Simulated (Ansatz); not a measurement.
`C=[C]1[S][Al]1[CH3]`. The species carries charge 0 and has multiplicity 1. The structure was optimised at the PBE0-D4/def2-TZVP level.

```xyz
10

C     1.949    1.692   -0.371
C     0.780    1.069   -0.369
S    -0.784    1.653   -1.162
Al   -0.590   -0.182   -0.077
C    -1.433   -1.792    0.579
H     2.801    1.246    0.132
H     2.107    2.649   -0.860
H    -0.711   -2.458    1.056
H    -2.206   -1.544    1.311
H    -1.914   -2.333   -0.240
```

(1) What is the dipole moment at PBE/def2-TZVPP? (Best estimate.)

(2) And with r2SCAN, B3LYP, ωB97M-V? (Best estimate.)

(3) Give the Mulliken charges with PBE, ωB97M-V, r2SCAN in def2-TZVPP. (An estimate is asked.)

Answers

(1) Computed: 3.30 D, with components (-0.73, -2.89, 1.41) D in this frame, pointing from negative to positive charge.

(2) Ansatz gave: r2SCAN 3.43 D, B3LYP 3.43 D, ωB97M-V 3.51 D.

(3) Ansatz gave: 
```json
{"atom": "C1", "PBE": "-0.22", "ωB97M-V": "-0.23", "r2SCAN": "-0.22"}
{"atom": "C2", "PBE": "-0.03", "ωB97M-V": "-0.10", "r2SCAN": "-0.09"}
{"atom": "S3", "PBE": "-0.19", "ωB97M-V": "-0.18", "r2SCAN": "-0.22"}
{"atom": "Al4", "PBE": "0.29", "ωB97M-V": "0.39", "r2SCAN": "0.46"}
{"atom": "C5", "PBE": "-0.37", "ωB97M-V": "-0.45", "r2SCAN": "-0.33"}
{"atom": "H6", "PBE": "0.09", "ωB97M-V": "0.10", "r2SCAN": "0.08"}
{"atom": "H7", "PBE": "0.09", "ωB97M-V": "0.11", "r2SCAN": "0.08"}
{"atom": "H8", "PBE": "0.11", "ωB97M-V": "0.12", "r2SCAN": "0.08"}
{"atom": "H9", "PBE": "0.11", "ωB97M-V": "0.12", "r2SCAN": "0.08"}
{"atom": "H10", "PBE": "0.11", "ωB97M-V": "0.12", "r2SCAN": "0.08"}
```

B3LYP here is the variant with VWN-RPA as its local correlation; programs differ in this.
